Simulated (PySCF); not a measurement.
A calculated (UHF, PySCF 2.14, dyall-av3z, the non-relativistic Hamiltonian (point nucleus)) atom or ion has these occupied shells.

```csv
shell,electrons,orbital energy (eV),"rms radius, mean of both spins (bohr)"
1s α,1,-428.45,0.266
1s β,1,-424.66,0.266
2s α,1,-33.239,1.39
2p α,3,-16.966,1.69
2p β,1,-8.198,1.69
```

(1) Name the element and its charge.

Answers

(1) N (nitrogen, neutral), in [He] 2s1 2p4, high-spin 4P determinant (an excited configuration).
